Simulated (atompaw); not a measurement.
# How hard is this cadmium PAW (atompaw) potential?

```
Element                 : Cd
Generator               : atompaw 4.2.0.5
Type                    : PAW
Functional              : PBEsol
Relativity              : scalar-relativistic
Frozen core             : [Ar] 3d10
Valence charge          : 20
Reference configuration : 4s2 4p6 4d10 5s2 5p0
Partial waves           : 4s (bound): rc 1.30 bohr; 5s (bound): rc 1.75 bohr; 4p (bound): rc 1.50 bohr; 5p (bound, empty): rc 1.75 bohr; 4d (bound): rc 1.25 bohr; 4d channel at -0.2 Ry: rc 1.25 bohr
Local potential         : bessel scheme, radius 1.55 bohr
Core correction         : smooth core density matched at 1.20 bohr
Augmentation charge     : sinc compensation charge, radius 1.30 bohr; PAW radius 1.75 bohr; waves and projectors: custom rrkj vanderbiltortho
```

The pseudo-atom Hamiltonian at the reference potential is diagonalised in spherical Bessel functions j_l(qr) that vanish at 20 bohr, with q² up to the cutoff. All-electron valence levels (Ry): 4s -7.7768, 5s -0.4190, 4p -4.9166, 5p -0.0840, 4d -0.8621.

Question: How do the lowest levels (Ry) of each channel move with the cutoff, and are there ghosts?

Answer:

| cutoff (Ry) | s #1 | s #2 | p #1 | p #2 | p #3 | d #1 | f #1 | Σ f·Δε (mRy) |
| --- | --- | --- | --- | --- | --- | --- | --- | --- |
| 8 | -7.2573 | -0.2530 | -4.1131 | -0.0247 | 0.0682 | 0.0593 | 0.1130 | 15405.3 |
| 15 | -7.6041 | -0.3161 | -4.7763 | -0.0422 | 0.0612 | 0.0161 | 0.1130 | 10173.8 |
| 25 | -7.7505 | -0.3967 | -4.8930 | -0.0547 | 0.0574 | -0.3448 | 0.1130 | 5410.9 |
| 40 | -7.7760 | -0.4184 | -4.9154 | -0.0812 | 0.0512 | -0.7686 | 0.1130 | 944.0 |
| 60 | -7.7765 | -0.4189 | -4.9163 | -0.0836 | 0.0507 | -0.8586 | 0.1130 | 36.8 |
| 90 | -7.7767 | -0.4190 | -4.9165 | -0.0839 | 0.0507 | -0.8614 | 0.1130 | 6.8 |
| 120 | -7.7767 | -0.4190 | -4.9166 | -0.0840 | 0.0507 | -0.8619 | 0.1130 | 1.2 |
| 180 | -7.7767 | -0.4190 | -4.9166 | -0.0840 | 0.0507 | -0.8620 | 0.1130 | 0.3 |
| 400 | -7.7767 | -0.4190 | -4.9166 | -0.0840 | 0.0507 | -0.8620 | 0.1130 | 0.0 |

Result: no extra level below or beside the all-electron valence levels (s, p, d, f tested); 10 mRy is reached at 70 Ry and 1 mRy at 140 Ry.
